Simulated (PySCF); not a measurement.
Cl₃H₂NTi, SMILES [Ti]([Cl])([NH2])([Cl])[Cl] (connectivity only; charge and spin as stated), charge -1, multiplicity 2. Atoms are numbered in the order given.

```xyz
7

Ti    -0.0099     0.2162     0.0000
Cl     1.1434    -0.4740    -1.9152
Cl     1.1434    -0.4740     1.9152
Cl    -2.2357    -0.5264     0.0000
N     -0.0564     2.1274     0.0000
H     -0.1280     2.7083    -0.8322
H     -0.1280     2.7083     0.8322
```
Charge -1, spin multiplicity 2.

Geometry optimised at B3LYP-D3(BJ)/def2-SVPD. The multiplicity is an assumed one; no other spin state was optimised. The isomer is the one that the SMILES or the coordinates give; other isomers of the formula were not compared. One conformer was computed; it need not be the lowest.

Calculation: PBE/def2-SVPD run with PySCF.

Mulliken values depend strongly on the basis, most of all with diffuse functions as here. ESP charges are fitted to the potential on shells at 1.4 to 2.0 van der Waals radii. Atomic charges (e):

| atom | ESP fit | meta-Löwdin | Mulliken | Mulliken spin |
|---|---|---|---|---|
| Ti1 | [?] | 1.04 | 1.17 | 1.03 |
| Cl2 | [?] | -0.58 | -0.59 | -0.01 |
| Cl3 | [?] | -0.58 | -0.59 | -0.01 |
| Cl4 | [?] | -0.59 | -0.59 | -0.01 |
| N5 | [?] | -0.65 | -0.14 | -0.03 |
| H6 | [?] | 0.18 | -0.13 | 0.01 |
| H7 | [?] | 0.18 | -0.13 | 0.01 |

Task: What belongs in the gaps? (The exact figures need the calculation; the answer reports its results.)

Result: 
- Ti1, ESP fit: 0.87
- Cl2, ESP fit: -0.50
- Cl3, ESP fit: -0.50
- Cl4, ESP fit: -0.52
- N5, ESP fit: -0.99
- H6, ESP fit: 0.32
- H7, ESP fit: 0.32
